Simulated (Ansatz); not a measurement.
Species: sum formula GeOCl2, charge 1, multiplicity 2. 
Coordinates optimised at B3LYP-D3(BJ)/def2-TZVP (Ansatz, an electronic-structure program):
```
Ge
O 1 1.7487
Cl 1 2.0548 2 117.05
Cl 1 2.0548 2 117.05 3 180.00
```
Charge +1, spin multiplicity 2.

Basis-set convergence of Hartree-Fock and CCSD correlation energies (hartree) with Ansatz. Cores are frozen in the correlated levels unless marked. UHF or UKS for open shells. No spin-orbit coupling. The frozen core is the preceding noble-gas configuration, with the filled d and f shells of earlier blocks. No relativistic terms.

| basis | functions | E(HF) | E(corr, CCSD) |
|---|---|---|---|
| def2-SVPD | 115 | -3068.35256 | -0.54490 |
| def2-TZVPPD | 196 | ? | ? |

### Question
Fill in the missing entries.

### Answer

- def2-TZVPPD, E(HF): -3069.02554
- def2-TZVPPD, E(corr, CCSD): -0.68817
